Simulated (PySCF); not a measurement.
Compound: C7H6F4.
Structure used (PBE0-D3(BJ)/def2-SVP), in Å, numbered top down from 1:
```xyz
17
C7H6F4 angstrom
C      3.1961    0.5901   -0.5800
C      1.7944    0.2569   -0.4029
C      0.6215   -0.0067   -0.2553
C     -0.7957   -0.3304   -0.0534
C     -1.0032   -1.8241    0.1637
F     -1.5160    0.0447   -1.1692
C     -1.3181    0.4522    1.1303
F     -0.7314    0.1247    2.2836
C     -2.2670    1.3888    1.1498
F     -2.9258    1.8297    0.1139
F     -2.6370    1.9901    2.2542
H      3.3128    1.4135   -1.3014
H      3.7706   -0.2730   -0.9497
H      3.6429    0.9130    0.3732
H     -0.5882   -2.3765   -0.6901
H     -2.0796   -2.0301    0.2465
H     -0.4976   -2.1498    1.0820
```

Theory: TDDFT wB97X-D/def2-SVPD, vertical, gas phase, core orbitals frozen in the response (PySCF).

Ground-to-excited transition dipoles (e·a0, same axes as the geometry; the sign carries no meaning), for the states with f of 0.002 or more among the lowest 7:

```tsv
state	E (eV)	μx	μy	μz
S1	6.079	0.110	-0.052	-0.021
S2	6.533	-0.284	-0.038	0.003
S3	6.634	0.129	-0.068	-0.125
S4	6.863	-0.152	0.159	0.035
S5	7.181	-0.021	-0.236	0.049
S6	7.583	-0.093	-0.314	-0.037
S7	7.629	-1.375	0.952	0.338
```

What oscillator strength does each state have?

f = (2/3) ΔE |μ|² with ΔE in hartree (27.2114 eV).

| state | \|μ\|² (au) | \|μ\| (D) | f |
| --- | --- | --- | --- |
| S1 | 0.015 | 0.31 | 0.002 |
| S2 | 0.082 | 0.73 | 0.013 |
| S3 | 0.037 | 0.49 | 0.006 |
| S4 | 0.050 | 0.57 | 0.008 |
| S5 | 0.059 | 0.62 | 0.010 |
| S6 | 0.109 | 0.84 | 0.020 |
| S7 | 2.911 | 4.34 | 0.544 |

Which bond between heavy atoms lies closest to the direction of the S7 transition dipole?

C7–C9, at 14° from it; next C4–C7 at 44°.

What angle do the transition dipoles of S2 and S5 make?

|cos θ| = |μa·μb| / (|μa| |μb|) = 0.22, so θ ≈ 77° (taken between 0 and 90°, since the signs are arbitrary).

What peak molar absorption coefficient would the strongest computed level give as a lone Gaussian band 0.5 eV wide at half height?

ε(max) = 2.175×10⁸ f / FWHM, with the width in cm⁻¹. S7: 2.175×10⁸ × 0.5441 / 4033 ≈ 29000 L mol⁻¹ cm⁻¹.

One conformer stands for the species.
